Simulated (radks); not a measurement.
Ce III, configuration [Xe] 4f(5/2: 1, 7/2: 0) 6p(1/2: 1, 3/2: 0) (not the ground configuration). Calculated with a radial shooting solver on a logarithmic mesh with Libxc functionals: Dirac Kohn-Sham, BLYP, spin-unpolarised, spherical densities, finite nucleus; Fermi nuclear charge, rms radius 4.8771 fm. Some entries of the table are withheld. Estimate them.

orbital,occ.,eigenvalue (eV),<r> (bohr)
1s1/2,2,-40252.74,0.02457
2s1/2,2,-6456.168,0.1047
2p1/2,2,-6097.196,0.08794
2p3/2,4,-5650.423,0.09414
3s1/2,2,-1402.645,0.2783
3p1/2,2,-1250.528,0.2681
3p3/2,4,-1162.750,0.2803
3d3/2,4,-896.5386,0.2513
3d5/2,6,-877.6850,0.2552
4s1/2,2,(1),0.6373
4p1/2,2,(2),(3)
4p3/2,4,(4),(5)
4d3/2,4,-128.3512,0.7389
4d5/2,6,-125.0436,0.7486
5s1/2,2,-56.3789,1.506
5p1/2,2,-40.7402,1.677
5p3/2,4,-37.8743,1.753
4f5/2,1,-21.5256,1.066
4f7/2,0,-21.1858,1.076
6p1/2,1,-11.8072,4.170
6p3/2,0,-11.3453,4.314

Answer. 
(1) 4s1/2 eigenvalue (eV): -296.5022
(2) 4p1/2 eigenvalue (eV): -240.0092
(3) 4p1/2 <r> (bohr): 0.6561
(4) 4p3/2 eigenvalue (eV): -221.1230
(5) 4p3/2 <r> (bohr): 0.6834
